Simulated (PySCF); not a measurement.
Cl₄Te, charge +1, doublet, at a GFN2-xTB geometry (a state made from the parent by changing its charge; the spin is typed, not shown lowest) (core potentials on Te); DF-M062X/def2-SVP in PySCF.

The PySCF input:
```python
from pyscf import gto, scf, dft

mol = gto.M(
    atom='''
Te   -0.005723    0.012366    0.266931
Cl    1.113373   -1.434956   -1.088995
Cl    1.852796    1.507257    0.739926
Cl   -1.062936    1.325968   -1.263560
Cl   -1.885727   -1.436095    0.796134
''',
    basis='def2-svp',
    ecp={'Te': 'def2-svp'},
    charge=1,
    spin=1,
    verbose=4,
)

mf = dft.UKS(mol)
mf.xc = 'm062x'
mf.conv_tol = 1e-4
mf = mf.density_fit(auxbasis='def2-universal-jkfit')
mf.kernel()
mf.analyze()
```

The log (banner, timings and long lists left out):

```
PySCF version 2.14.0

[INPUT] verbose = 4
[INPUT] num. atoms = 5
[INPUT] num. electrons = 91
[INPUT] charge = 1
[INPUT] spin (= nelec alpha-beta = 2S) = 1
[INPUT] symmetry False subgroup None
[INPUT] Mole.unit = angstrom
[INPUT] Symbol           X                Y                Z      unit          X                Y                Z       unit  Magmom
[INPUT]  1 Te    -0.005723000000   0.012366000000   0.266931000000 AA   -0.010814902611   0.023368353256   0.504426484156 Bohr   0.0
[INPUT]  2 Cl     1.113373000000  -1.434956000000  -1.088995000000 AA    2.103970044485  -2.711673840801  -2.057902301021 Bohr   0.0
[INPUT]  3 Cl     1.852796000000   1.507257000000   0.739926000000 AA    3.501277004690   2.848302929334   1.398257492445 Bohr   0.0
[INPUT]  4 Cl    -1.062936000000   1.325968000000  -1.263560000000 AA   -2.008657927941   2.505716369937  -2.387782341955 Bohr   0.0
[INPUT]  5 Cl    -1.885727000000  -1.436095000000   0.796134000000 AA   -3.563507575698  -2.713826238857   1.504475218454 Bohr   0.0

nuclear repulsion = 615.483770032093
number of shells = 42
number of NR pGTOs = 205
number of NR cGTOs = 98
basis = def2-svp
ecp = {'Te': 'def2-svp'}

******** <class 'pyscf.df.df_jk.DFUKS'> ********
method = DFUKS
initial guess = minao
damping factor = 0
level_shift factor = 0
DIIS = <class 'pyscf.scf.diis.CDIIS'>
diis_start_cycle = 1
diis_space = 8
diis_damp = 0
SCF conv_tol = 0.0001
SCF conv_tol_grad = None
SCF max_cycles = 50
direct_scf = False
number electrons alpha = 46  beta = 45
XC library pyscf.dft.libxc version 7.1.2
    S. Lehtola, C. Steigemann, M. J. T. Oliveira, and M. A. L. Marques,  SoftwareX 7, 1–5 (2018)
XC functionals = m062x
    Y. Zhao and D. G. Truhlar,  Theor. Chem. Acc. 120, 215 (2008)
    Y. Zhao and D. G. Truhlar,  Theor. Chem. Acc. 120, 215 (2008)
radial grids:
    Treutler-Ahlrichs [JCP 102, 346 (1995); DOI:10.1063/1.469408] (M4) radial grids

becke partition: Becke, JCP 88, 2547 (1988); DOI:10.1063/1.454033
pruning grids: <function nwchem_prune>
grids dens level: 3
symmetrized grids: False
atomic radii adjust function: <function treutler_atomic_radii_adjust>
small_rho_cutoff = 0
Set gradient conv threshold to 0.01
tot grids = 97480
******** <class 'pyscf.df.df.DF'> ********
auxbasis = def2-universal-jkfit
init E= -2080.635794658

cycle= 1 E= -2105.85643953826  delta_E= -25.2  |g|=    2  |ddm|= 5.82
cycle= 2 E= -2105.54810330054  delta_E= 0.308  |g|= 2.01  |ddm|= 5.01
cycle= 3 E= -2107.74093610044  delta_E= -2.19  |g|= 0.165  |ddm|= 2.62
cycle= 4 E= -2107.75896004685  delta_E= -0.018  |g|= 0.0682  |ddm|= 0.317
cycle= 5 E= -2107.76231194345  delta_E= -0.00335  |g|= 0.0126  |ddm|= 0.0952
cycle= 6 E= -2107.76306217493  delta_E= -0.00075  |g|= 0.00703  |ddm|= 0.0673
cycle= 7 E= -2107.76331868689  delta_E= -0.000257  |g|= 0.00423  |ddm|= 0.0429
cycle= 8 E= -2107.76341125533  delta_E= -9.26e-05  |g|= 0.00203  |ddm|= 0.0297
Extra cycle  E= -2107.76342503705  delta_E= -1.38e-05  |g|= 0.00159  |ddm|= 0.00843
converged SCF energy = -2107.76342503705  <S^2> = 0.7723714  2S+1 = 2.0222477
**** SCF Summaries ****
Total Energy =                       -2107.763425037052002
Nuclear Repulsion Energy =             615.483770032093275
One-electron Energy =                -4214.498675452095995
Two-electron Energy =                 1491.251480382951058
Two-electron Coulomb Energy =         1624.635193862112374
DFT Exchange-Correlation Energy =     -133.383713479161258
**** MO energy ****
                             alpha | beta                alpha | beta
MO #1   energy= -102.887200969725  | -102.886980513412  occ= 1 | 1
MO #2   energy= -102.887152519034  | -102.886932101539  occ= 1 | 1
MO #3   energy= -102.871020304325  | -102.866330210299  occ= 1 | 1
MO #4   energy= -102.870957338368  | -102.866267545721  occ= 1 | 1
MO #5   energy= -10.0569325094454  | -10.0568742350526  occ= 1 | 1
MO #6   energy= -10.0569160418937  | -10.0568582656709  occ= 1 | 1
MO #7   energy= -10.0374051040948  | -10.0360155255639  occ= 1 | 1
MO #8   energy= -10.0373716362192  | -10.0359785088937  occ= 1 | 1
MO #9   energy= -7.78413485087161  | -7.78349763368533  occ= 1 | 1
MO #10  energy= -7.78412611698008  | -7.78348854346762  occ= 1 | 1
MO #11  energy= -7.77632408300536  | -7.77608442039184  occ= 1 | 1
MO #12  energy= -7.77631701833456  | -7.77607700959785  occ= 1 | 1
MO #13  energy= -7.77587497632899  | -7.77598891528289  occ= 1 | 1
MO #14  energy= -7.77586559465965  | -7.77597951454438  occ= 1 | 1
MO #15  energy= -7.76996365307475  | -7.75799201517299  occ= 1 | 1
MO #16  energy= -7.76994516318429  | -7.75797641818214  occ= 1 | 1
MO #17  energy= -7.75708566004804  | -7.75524807094905  occ= 1 | 1
MO #18  energy= -7.75706936977277  | -7.75523246091562  occ= 1 | 1
MO #19  energy= -7.7567354285968   | -7.75436641731292  occ= 1 | 1
MO #20  energy= -7.75671925946326  | -7.7543484212528   occ= 1 | 1
MO #21  energy= -6.90626952167943  | -6.90461502972637  occ= 1 | 1
MO #22  energy= -5.00862750015446  | -5.00756925696477  occ= 1 | 1
MO #23  energy= -5.00601012100815  | -5.00625207092778  occ= 1 | 1
MO #24  energy= -5.00597321767623  | -5.00353447980579  occ= 1 | 1
MO #25  energy= -2.12929475314838  | -2.12827078115302  occ= 1 | 1
MO #26  energy= -2.12872723967182  | -2.12642517381412  occ= 1 | 1
MO #27  energy= -2.12640673768401  | -2.1257434083915   occ= 1 | 1
MO #28  energy= -2.12550144609789  | -2.12288211937432  occ= 1 | 1
MO #29  energy= -2.12442972616291  | -2.12241498950902  occ= 1 | 1
MO #30  energy= -1.21614496814428  | -1.21003128004646  occ= 1 | 1
MO #31  energy= -1.15261372580555  | -1.15113020129672  occ= 1 | 1
MO #32  energy= -1.13815742422958  | -1.11391357422712  occ= 1 | 1
MO #33  energy= -1.13276423632401  | -1.11309980176057  occ= 1 | 1
MO #34  energy= -0.959915598200233 | -0.938429150854589 occ= 1 | 1
MO #35  energy= -0.741923859854752 | -0.726821739880878 occ= 1 | 1
MO #36  energy= -0.73373900611143  | -0.715340045960677 occ= 1 | 1
MO #37  energy= -0.724982559281289 | -0.70143432775539  occ= 1 | 1
MO #38  energy= -0.636095535713753 | -0.632975669616662 occ= 1 | 1
MO #39  energy= -0.634820673020882 | -0.625340171589178 occ= 1 | 1
MO #40  energy= -0.634526107598197 | -0.613011044334258 occ= 1 | 1
MO #41  energy= -0.613693976895642 | -0.609906115551838 occ= 1 | 1
MO #42  energy= -0.607707713125473 | -0.59903477636309  occ= 1 | 1
MO #43  energy= -0.60100149197893  | -0.592305006906245 occ= 1 | 1
MO #44  energy= -0.596528277674418 | -0.588176468150452 occ= 1 | 1
MO #45  energy= -0.595292499583117 | -0.586328834693232 occ= 1 | 1
MO #46  energy= -0.559309851975271 | -0.393224756593355 occ= 1 | 0
MO #47  energy= -0.289680882793411 | -0.275458380178341 occ= 0 | 0
MO #48  energy= -0.280490946651281 | -0.270540761672044 occ= 0 | 0
MO #49  energy= -0.243040326728732 | -0.223439429419093 occ= 0 | 0
MO #50  energy= 0.0463427020712372 | 0.0480593767611341 occ= 0 | 0
MO #51  energy= 0.0624404362470597 | 0.0585061805275405 occ= 0 | 0
MO #52  energy= 0.0655827032389938 | 0.0712630143900404 occ= 0 | 0
MO #53  energy= 0.0726665457893228 | 0.077211056971154  occ= 0 | 0
MO #54  energy= 0.0897197672856533 | 0.0991994108272181 occ= 0 | 0

spin_pop of  0 Te 4s        0.00017
spin_pop of  0 Te 5s        0.11953
spin_pop of  0 Te 6s        0.00026
spin_pop of  0 Te 7s        0.00159
spin_pop of  0 Te 4px       0.00006
spin_pop of  0 Te 4py      -0.00076
spin_pop of  0 Te 4pz      -0.00042
spin_pop of  0 Te 5px       0.01081
spin_pop of  0 Te 5py       0.00010
spin_pop of  0 Te 5pz       0.00008
spin_pop of  0 Te 6px       0.01750
spin_pop of  0 Te 6py      -0.03030
spin_pop of  0 Te 6pz      -0.01587
spin_pop of  0 Te 7px       0.07294
spin_pop of  0 Te 7py      -0.00748
spin_pop of  0 Te 7pz      -0.00408
spin_pop of  0 Te 4dxy     -0.00244
spin_pop of  0 Te 4dyz      0.00253
spin_pop of  0 Te 4dz^2    -0.00169
spin_pop of  0 Te 4dxz      0.00027
spin_pop of  0 Te 4dx2-y2    0.00005
spin_pop of  0 Te 5dxy      0.00120
spin_pop of  0 Te 5dyz      0.00300
spin_pop of  0 Te 5dz^2     0.00055
spin_pop of  0 Te 5dxz     -0.00045
spin_pop of  0 Te 5dx2-y2    0.00722
spin_pop of  1 Cl 1s       -0.00000
spin_pop of  1 Cl 2s       -0.00000
spin_pop of  1 Cl 3s        0.00078
spin_pop of  1 Cl 4s        0.00283
spin_pop of  1 Cl 2px      -0.00000
spin_pop of  1 Cl 2py      -0.00000
spin_pop of  1 Cl 2pz       0.00000
spin_pop of  1 Cl 3px       0.00115
spin_pop of  1 Cl 3py       0.00375
spin_pop of  1 Cl 3pz       0.02473
spin_pop of  1 Cl 4px       0.00047
spin_pop of  1 Cl 4py       0.00104
spin_pop of  1 Cl 4pz       0.00031
spin_pop of  1 Cl 3dxy      0.00011
spin_pop of  1 Cl 3dyz      0.00006
spin_pop of  1 Cl 3dz^2     0.00005
spin_pop of  1 Cl 3dxz      0.00001
spin_pop of  1 Cl 3dx2-y2   -0.00007
spin_pop of  2 Cl 1s       -0.00000
spin_pop of  2 Cl 2s        0.00000
spin_pop of  2 Cl 3s       -0.00064
spin_pop of  2 Cl 4s       -0.00241
spin_pop of  2 Cl 2px       0.00001
spin_pop of  2 Cl 2py       0.00000
spin_pop of  2 Cl 2pz       0.00000
spin_pop of  2 Cl 3px       0.23699
spin_pop of  2 Cl 3py       0.14307
spin_pop of  2 Cl 3pz       0.00425
spin_pop of  2 Cl 4px      -0.00176
spin_pop of  2 Cl 4py      -0.00113
spin_pop of  2 Cl 4pz       0.00039
spin_pop of  2 Cl 3dxy     -0.00091
spin_pop of  2 Cl 3dyz      0.00009
spin_pop of  2 Cl 3dz^2    -0.00038
spin_pop of  2 Cl 3dxz      0.00014
spin_pop of  2 Cl 3dx2-y2   -0.00008
spin_pop of  3 Cl 1s       -0.00000
spin_pop of  3 Cl 2s       -0.00000
spin_pop of  3 Cl 3s        0.00081
spin_pop of  3 Cl 4s        0.00274
spin_pop of  3 Cl 2px      -0.00000
spin_pop of  3 Cl 2py      -0.00000
spin_pop of  3 Cl 2pz       0.00000
spin_pop of  3 Cl 3px       0.00032
spin_pop of  3 Cl 3py       0.00154
spin_pop of  3 Cl 3pz       0.02785
spin_pop of  3 Cl 4px       0.00042
spin_pop of  3 Cl 4py       0.00091
spin_pop of  3 Cl 4pz       0.00046
spin_pop of  3 Cl 3dxy      0.00008
spin_pop of  3 Cl 3dyz      0.00011
spin_pop of  3 Cl 3dz^2    -0.00001
spin_pop of  3 Cl 3dxz      0.00003
spin_pop of  3 Cl 3dx2-y2   -0.00006
spin_pop of  4 Cl 1s       -0.00000
spin_pop of  4 Cl 2s        0.00000
spin_pop of  4 Cl 3s       -0.00065
spin_pop of  4 Cl 4s       -0.00240
spin_pop of  4 Cl 2px       0.00001
spin_pop of  4 Cl 2py       0.00000
spin_pop of  4 Cl 2pz       0.00000
spin_pop of  4 Cl 3px       0.23371
spin_pop of  4 Cl 3py       0.14854
spin_pop of  4 Cl 3pz       0.00198
spin_pop of  4 Cl 4px      -0.00180
spin_pop of  4 Cl 4py      -0.00107
spin_pop of  4 Cl 4pz       0.00037
spin_pop of  4 Cl 3dxy     -0.00091
spin_pop of  4 Cl 3dyz      0.00008
spin_pop of  4 Cl 3dz^2    -0.00038
spin_pop of  4 Cl 3dxz      0.00015
spin_pop of  4 Cl 3dx2-y2   -0.00008
In total            46.00000 | 45.00000

WARN: System has nonzero charge 1; the dipole moment is origin-dependent.
Location of origin: [0. 0. 0.]

Dipole moment(X, Y, Z, Debye): -0.01243,  0.02790,  0.59632
```
